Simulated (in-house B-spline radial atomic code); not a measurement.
Configurations of the phosphorus ion P²⁺, with energies counted from [Ne] 3s2 (3p1/2)1. Method: Dirac-Hartree-Fock, average of each configuration as written, Fermi nucleus of rms radius 3.1889 fm. Calculated with an all-electron radial atomic-structure program (B-spline basis). Energies include first-order Breit, QED and recoil terms.

Occupations are held fixed; configurations that lie above the ionisation limit could autoionise.

```json
{"configuration": "[Ne] 3s2 (5p3/2)1", "E - E(ref) (eV)": "22.47", "highest orbital": "5p3/2", "its <r> (bohr)": "8.499"}
{"configuration": "[Ne] 3s2 6s1", "E - E(ref) (eV)": "24.311", "highest orbital": "6s1/2", "its <r> (bohr)": "11.93"}
{"configuration": "[Ne] 3s2 (6d5/2)1", "E - E(ref) (eV)": "25.796", "highest orbital": "6d5/2", "its <r> (bohr)": "15.66"}
{"configuration": "[Ne] 3s2 (7g9/2)1", "E - E(ref) (eV)": "26.968", "highest orbital": "7g9/2", "its <r> (bohr)": "21.15"}
{"configuration": "[Ne] 3s1 (3p1/2)1 (6g7/2)1", "E - E(ref) (eV)": "34.778", "highest orbital": "6g7/2", "its <r> (bohr)": "14.65"}
{"configuration": "[Ne] 3s1 (3p1/2)1 (7f7/2)1", "E - E(ref) (eV)": "35.662", "highest orbital": "7f7/2", "its <r> (bohr)": "22.28"}
```

(1) Order these further configurations by energy, lowest first.
A. [Ne] 3s2 (3p3/2)1
B. [Ne] 3s1 (3p3/2)1 (6f7/2)1
C. [He] 2s2 (2p1/2)1 (2p3/2)4 3s2 (3p3/2)1 7s1
D. [He] 2s2 (2p1/2)2 (2p3/2)3 3s2 (3p1/2)2
E. [Ne] 3s1 (3p3/2)1 (4d3/2)1

(2) How far above the reference does [Ne] 3s1 (3p1/2)1 (5g7/2)1 lie?

Answers

(1) A (0.070916 eV), E (29.616 eV), B (34.828 eV), D (132.06 eV), C (161.66 eV).

(2) 33.281 eV; its least bound orbital is 5g7/2 with <r> = 9.157 bohr.
